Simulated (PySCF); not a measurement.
**Static response to an electric field**

Ge2H7N.
Geometry (PBE0-D3(BJ)/def2-SVP, Å), atoms numbered from 1 in this order:
```xyz
10
Ge2H7N angstrom
N      1.6560    0.6300    0.7432
Ge     0.6190   -0.8505    0.3697
Ge    -1.6893   -0.1351    0.4830
H      2.6561    0.4424    0.7257
H      1.4763    1.4157    0.1225
H      0.8991   -1.4989   -1.0135
H      0.9414   -1.8987    1.4519
H     -2.6384   -1.2983    0.1383
H     -1.9398    1.0028   -0.5266
H     -2.0347    0.3821    1.8906
```

Level: B3LYP/def2-SVPD (PySCF), static field, nuclei fixed, core orbitals frozen in the response. The polarisability tensor in these axes (au):

```
x   90.37 -3.42 -0.33
y   -3.42 73.02  1.61
z   -0.33  1.61 68.34
```

Task: What are the eigenvalues, a third of the trace, and Δα (Δα² = ½Σ(αi − αj)² over the three pairs)?

Result: Principal values 67.81, 72.87 and 91.03 au; mean 77.24 au = 11.45 Å³ = 12.74 × 10⁻⁴⁰ C²·m²/J; Δα = 21.15 au (27 % of the mean).

Task: What is the dipole moment, and where does it point?

Result: (0.73, 0.11, -0.85) D, 1.13 D in size, pointing from the negative to the positive side. Measured along this direction, the outermost atoms are H10 at the negative end and H4 and H6 at the positive end.

Task: Find the Langevin capture rate constant for NO+ (29.998 u) meeting this molecule (168.900 u), k = 2.342 × 10⁻⁹ cm³/s × √(α in Å³ / reduced mass in u).

Result: The reduced mass is 25.47 u, so k = 1.57 × 10⁻⁹ cm³/s. The formula leaves out the permanent dipole, which adds to the capture rate.

Task: Form Σ f/ω² (atomic units) for the 10 lowest TDDFT singlets, given as eV and f, and set it beside the mean polarisability, which is this sum over all singlets: 5.72, 0.0086; 6.28, 0.0422; 6.48, 0.0148; 6.77, 0.0230; 6.84, 0.0233; 7.17, 0.1338; 7.38, 0.0879; 7.40, 0.2314; 7.55, 0.0142; 7.64, 0.0293.

Result: They add up to 8.80 au, 11.4 % of the 77.24 au; the largest single term is 3.13 au, from the state at 7.40 eV. Terms in order: 0.19, 0.79, 0.26, 0.37, 0.37, 1.93, 1.20, 3.13, 0.18, 0.37 au. Higher excitations give the rest. The strengths listed sum to 0.608.

Task: What molar refraction does this α imply?

Result: Lorentz–Lorenz: R = (4π/3)N_A α = 2.5225 cm³/(mol·Å³) × 11.45 Å³ = 28.9 cm³/mol, in the limit of long wavelengths.

Task: Refractivity n − 1 of an ideal gas of it at 500 K and 1 atm, from the electronic α?

Result: N = p/kT = 1.4678 × 10¹⁹ cm⁻³, so n − 1 = 2π × N × 11.45 × 10⁻²⁴ cm³ = 1056 × 10⁻⁶ at long wavelengths.

The structure is a single PBE0-D3(BJ)/def2-SVP conformer in the gas phase; no vibrational or solvent corrections. The calculation is non-relativistic, for germanium too.
